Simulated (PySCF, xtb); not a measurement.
H5InOP2, SMILES [OH][In]([PH2])[PH2]. Other conformers were not sampled.

Harmonic wavenumbers (cm⁻¹) from GFN2-xTB run with xtb at its own minimum, in rising order: 48, 58, 61, 84, 109, 238, 299, 304, 390, 515, 553, 571, 586, 593, 1121, 1133, 2140, 2167, 2246, 2279, 3676.

**Question.** What does PBE0-D3(BJ)/def2-SVP run with PySCF 2.14.0 give at its own minimum? (An estimate is asked for; the answer gives what the named calculation found.)

**Answer.** 61, 69, 82, 99, 123, 277, 297, 325, 545, 585, 598, 609, 645, 761, 1087, 1091, 2393, 2396, 2411, 2416, 3900. Paired by order, the mean absolute difference is 83 cm⁻¹ and the zero-point energies are 27.4 and 29.7 kcal/mol.
